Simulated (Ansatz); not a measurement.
`[F][Ga]([SH])[Cl]`, charge 0, multiplicity 1.

**Question.** Give a relaxed structure at PBE0-D4/def2-TZVP (Ansatz). (An estimate is asked.)

**Answer.** The calculation gave: 
Z-matrix (Å, degrees):
```
Ga
F 1 1.743
Cl 1 2.114 2 116.8
S 1 2.169 2 119.1 3 -180.0
H 4 1.345 1 91.7 2 0.0
```
Point group Cs.
